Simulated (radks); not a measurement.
All-electron atom: Co in [Ar] 3d7 4s1 4p1 (not the ground configuration).

Calculated with a radial shooting solver on a logarithmic mesh with Libxc functionals: scalar-relativistic Kohn-Sham, r2SCAN, spin-polarised, spherical densities, finite nucleus; open shells are filled with parallel spins first; meta-GGA in the generalised Kohn-Sham scheme; Fermi nuclear charge, rms radius 3.7875 fm.

Energy parts (eV):
| part | energy |
|---|---|
| total | -37914.591 |
| kinetic | 38405.256 |
| electron-nucleus | -90793.922 |
| Hartree | 16096.730 |
| exchange-correlation | -1622.654 |

Orbitals (lengths in bohr, moments of r in powers of bohr):
orbital	occ.	eigenvalue (eV)	<r>	<r^4>
1s up	1	-7619.661	0.05620	0.00004653
1s down	1	-7619.611	0.05620	0.00004653
2s up	1	-910.5783	0.2551	0.01033
2s down	1	-908.5983	0.2548	0.01026
2p up	3	-778.3276	0.2250	0.007872
2p down	3	-776.7961	0.2246	0.007802
3s up	1	-109.1255	0.7723	0.7701
3s down	1	-104.8118	0.7751	0.7809
3p up	3	-70.9273	0.8147	1.081
3p down	3	-66.6312	0.8187	1.100
3d up	5	-11.3674	1.044	6.264
4s up	1	-7.6499	2.788	137.0
3d down	2	-7.1859	1.079	7.608
4s down	0	-4.2345	2.964	191.6
4p up	1	-2.6197	3.751	509.4

The highest occupied level is 4p up at -2.620 eV. The configuration is held as typed, so some empty levels lie below it. The electron density at the nucleus is 1.736e+04 e/bohr^3 (large components only). Summed over all electrons, <r^2> = 42.72 bohr^2, which gives a Langevin (diamagnetic) susceptibility term of -33.8 x 10^-6 cm^3/mol. The spin density at the nucleus is 6.678 e/bohr^3 (1s 0.081, 2s -2.042, 3s 1.508, 4s 7.131).
